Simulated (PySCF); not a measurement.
C₃H₆F₂Si, SMILES F[SiH2][C@@H]1C[C@@H]1F.

Geometry: PBE0-D3(BJ)/def2-SVP. The structure was generated by enumeration; whether it is a known compound was not checked. The values are those of a single conformer.

Method: SMD-PBE0/6-31G* (PySCF).

Solvation free energies are E(SMD) − E(gas) at the gas-phase geometry, for 1 M in both phases. In vacuum the dipole moment is 2.07 D.

```
solvent          ΔG(solv) (kcal/mol)  its non-electrostatic (CDS) part  dipole (D)
---------------  -------------------  --------------------------------  ----------
water                           -0.5                               3.9        2.64
diethylether                    -4.2                              -1.2        2.46
dichloromethane                  ___                               ___         ___
```

Task: What belongs in the gaps? (Estimate from the structure and the level; the computed values follow.)

Result: 
- dichloromethane, ΔG(solv) (kcal/mol): -4.8
- dichloromethane, its non-electrostatic (CDS) part: -1.1
- dichloromethane, dipole (D): 2.55
